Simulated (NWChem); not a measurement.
Species: C2H3Br; SMILES C=CBr

```xyz
6

C     -0.3248     2.1023     0.0000
C      0.5144     1.0725     0.0000
Br    -0.0401    -0.7235     0.0000
H     -1.4097     1.9737     0.0000
H      0.0758     3.1198     0.0000
H      1.6016     1.1787     0.0000
```
Atoms are numbered in this order, from 1.

All runs use the structure optimised with PBE0/def2-SVP.

Symmetry labels are those of Cs in the frame above (b1 and b2, or b-type labels, depend on it).

Task: List the 4 lowest vertical singlet excitations from B3LYP/def2-SVPD, TDA (NWChem).

Result: 
| state | energy (eV) | oscillator strength | symmetry | leading excitation (squared amplitude) |
|---|---|---|---|---|
| S1 | 5.81 | 0.001 | a" | HOMO → LUMO+1 (0.98) |
| S2 | 6.22 | 0.000 | a" | HOMO−1 → LUMO (1.00) |
| S3 | 6.41 | 0.230 | a' | HOMO → LUMO (0.83) |
| S4 | 6.69 | 0.001 | a' | HOMO−1 → LUMO+1 (0.98) |
